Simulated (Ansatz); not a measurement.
C3HN, SMILES `C#CC#N` (charge 0, multiplicity 1).

All values below come from CAM-B3LYP/cc-pVTZ // B3LYP-D3(BJ)/def2-TZVP (Ansatz, a program for electronic structure).

Ansatz 0.2 input:
```yaml
crystal:
  periodic: [false, false, false]
  atoms:
    - { symbol: C, position_ang: [-1.273101, -0.18204, 0.073511] }
    - { symbol: C, position_ang: [-0.084321, -0.012056, 0.041936] }
    - { symbol: C, position_ang: [1.269886, 0.181582, 0.005964] }
    - { symbol: N, position_ang: [2.413013, 0.345026, -0.024403] }
    - { symbol: H, position_ang: [-2.325477, -0.332512, 0.101473] }
basis:
  gaussian: { orbitals: cc-pVTZ }
hamiltonian:
  xc: cam_b3lyp
```

Output:

```
Functional definition: CAM-B3LYP
727 factors; their error is unknown
174 factors; integrals over basis functions are off by at most 1.4e-5 eV
mean field evaluation 1: about -4609.9154 eV, gradient 4.3e1 eV
mean field evaluation 2: about -4608.7076 eV, gradient 5.0e1 eV
mean field evaluation 4: about -4613.5126 eV, gradient 1.7e0 eV
mean field evaluation 8: about -4613.5180 eV, gradient 1.3e-1 eV
mean field -4613.51805054 eV, -169.5436612025 hartree, gradient 3.0e-5 eV, S^2 0.000000; 0 other end points of the search recorded, 0 dependent functions left out
reference -4613.51814677 eV, -169.5436647389 hartree; 13, 13 occupied and 121, 121 virtual orbitals, 727 factors
Total energy: -4613.51814677 eV, -169.5436647389 hartree
```
